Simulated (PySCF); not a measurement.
## Partial charges of `CC[Si@@H]([SiH3])CCl`

Compound: C3H11ClSi2.
Z-matrix (Å and degrees, GFN2-xTB geometry), rows numbered from 1:
```
C 
C   1  1.5254
Si  2  1.9145  1  114.36
Si  3  2.3192  2  112.75  1  -177.42
C   3  1.9240  2  107.23  1   -56.92
Cl  5  1.7874  3  108.52  2  -178.26
H   1  1.0887  2  110.75  3  -176.66
H   1  1.0873  2  110.68  3   -56.70
H   1  1.0874  2  110.73  3    63.39
H   2  1.0912  1  108.84  3   121.35
H   2  1.0920  1  108.89  3  -123.44
H   3  1.4753  2  107.08  1    54.38
H   4  1.4636  3  112.78  2   116.51
H   4  1.4638  3  111.90  2  -122.50
H   4  1.4678  3  111.43  2    -3.43
H   5  1.0882  3  113.17  2   -60.48
H   5  1.0873  3  113.73  2    63.79
```

Density: PBE0/pcSseg-1 (PySCF); schemes: Mulliken, IAO, Hirshfeld and ESP-fitted. Geometry: GFN2-xTB, one conformer, isolated molecule.

**Question.** Atoms with like bonding are taken together and averaged. Do the Mulliken, IAO, Hirshfeld and ESP-fitted schemes agree on where the charge is highest?

**Answer.** All schemes agree: Mulliken Si3 (+0.487); IAO Si3 (+0.615); Hirshfeld Si3 (+0.274); ESP-fitted Si3 (+0.337).

**Question.** For which atoms does the sign change between the 4 schemes (beyond +0.03 e in one, beyond −0.03 e in another)?

**Answer.** For none.

**Question.** At which atom do the 4 schemes differ most?

**Answer.** At C2: from -0.570 (Mulliken) to +0.011 e (ESP-fitted), 0.581 e apart.

**Question.** What partial charge does each atom carry?

**Answer.** In e; atoms taken as equivalent share a row and are averaged (×n: the atom named and its like, n in all):

```tsv
atom	environment	Mulliken	IAO	Hirshfeld	ESP-fitted
C1	methyl carbon	-0.285	-0.409	-0.115	-0.164
C2	sp3 carbon bound to silicon	-0.570	-0.522	-0.155	+0.011
Si3	SiH silicon	+0.487	+0.615	+0.274	+0.337
Si4	SiH3 silicon	+0.206	+0.276	+0.205	+0.160
C5	sp3 C–Cl carbon	-0.500	-0.513	-0.127	-0.463
Cl6	alkyl chlorine	-0.166	-0.106	-0.068	-0.138
H7/H8/H9	methyl hydrogen	+0.119	+0.140	+0.041	+0.043
H10	methylene hydrogen	+0.146	+0.147	+0.038	+0.002
H11	methylene hydrogen	+0.143	+0.142	+0.036	+0.006
H12	Si–H hydrogen	-0.019	-0.105	-0.078	-0.092
H13/H14/H15	Si–H hydrogen	-0.053	-0.093	-0.074	-0.064
H16	methylene hydrogen	+0.176	+0.165	+0.044	+0.195
H17	methylene hydrogen	+0.182	+0.170	+0.047	+0.211
```

Mean size of the charges over all atoms: IAO 0.228 e, Mulliken 0.200 e, ESP-fitted 0.124 e, Hirshfeld 0.090 e. Each set sums to the total charge, 0, to within 0.001 e. The Mulliken scheme gives each basis function's population to the atom it is centred on and halves the overlap population of two atoms between them.

Some averages cover members that differ in this geometry: H13/H14/H15, ESP-fitted -0.085 to -0.045 e.

**Question.** How closely do the schemes follow one another over all atoms?

**Answer.** Correlation coefficient and root-mean-square difference: Mulliken with IAO 0.98, 0.058 e; IAO with Hirshfeld 0.93, 0.184 e; Mulliken with Hirshfeld 0.88, 0.168 e; IAO with ESP-fitted 0.82, 0.173 e; Mulliken with ESP-fitted 0.79, 0.161 e; Hirshfeld with ESP-fitted 0.78, 0.110 e.

**Question.** How many electrons does the Hirshfeld scheme count on C2?

**Answer.** Z − q = 6 − (-0.155) = 6.155.
